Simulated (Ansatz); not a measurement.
Calculated with Ansatz (gas phase, PBE0-D4/def2-TZVP geometries, no zero-point term in ΔE). CCSD(T)/CBS is the MP2 limit (def2-TZVPP, def2-QZVPP) plus CCSD(T) − MP2 in def2-TZVPP, frozen cores. This one scheme is used for every species. DFT in def2-TZVPP. For Br outer-core shells are correlated without core-valence functions, which leaves a few kJ/mol of doubt a bond. Scalar relativity is left out up to krypton. One conformer a species, not always the lowest.

Consider the formal exchange of groups at the Si–Br bond: `C[SiH2][SiH2]Br` + `[AlH3]` → `C[SiH2][SiH2][AlH2]` + HBr.

CCSD(T)/CBS gives +79.3 kJ/mol.

(1) Another level gave +73.0 kJ/mol. Which?
A. PBE0-D4/def2-TZVPP
B. PBE/def2-TZVPP
C. r2SCAN-D4/def2-TZVPP
D. ωB97M-V/def2-TZVPP

Largest T1 diagnostic among the species: 0.012.

Answers

(1) C. r2SCAN-D4 73.0, PBE 61.6, ωB97M-V 84.4, PBE0-D4 68.0 kJ/mol.

From PBE to PBE0 (25 % exact exchange), in def2-TZVPP and without D4, ΔE moves by +6.3 kJ/mol. In def2-TZVPP, CCSD(T) changes the Hartree–Fock value by −24.4 kJ/mol (the triples alone add −2.6 kJ/mol) and MP2 by −12.4 kJ/mol.
